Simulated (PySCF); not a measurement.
**Working out the ionisation energy of Zn¹⁸⁺**

Zn¹⁸⁺ [Ne] 3s2 (1S) → Zn¹⁹⁺ [Ne] 3s1 (2S). Computed with PySCF 2.14 in an uncontracted even-tempered set (18 s from 1.7 bohr⁻², ratio 2.5; 11 p from 2.2 bohr⁻², ratio 2.5; 5 d from 8.7 bohr⁻², ratio 2.7; 4 f from 13 bohr⁻², ratio 2.7), with the spin-free X2C one-electron Hamiltonian (Gaussian nucleus). Frozen: 1s2; the 19 highest virtual orbitals dropped. Energies in hartree (1 hartree = 27.21139 eV):

```tsv
part	Zn¹⁸⁺ (lower)	Zn¹⁹⁺ (upper)
UHF	-1620.845151	-1595.363764
MP2 opposite-spin	-0.314237	-0.230826
MP2 same-spin	-0.094756	-0.085162
```

Problem. What does Hartree-Fock give?

Solution. (-1595.363764) − (-1620.845151) = 25.481387 hartree = 693.384 eV.

Problem. What do MP2 and SCS-MP2 (6/5 opposite-spin, 1/3 same-spin) give?

Solution. The opposite-spin parts differ by 2.270 eV and the same-spin parts by 0.261 eV. MP2: 693.384 + (2.270) + (0.261) = 695.915 eV. SCS-MP2: 693.384 + 1.2 × (2.270) + (0.261)/3 = 696.195 eV.

A first-order spin-orbit estimate adds 0.000 eV to MP2 (outer shells), giving 695.915 eV against 697.5 ± 0.7 eV (semi-empirical (NIST evaluation); NIST Atomic Spectra Database, ionization energies).

What remains against the reference includes basis incompleteness, the frozen core and correlation beyond second order.
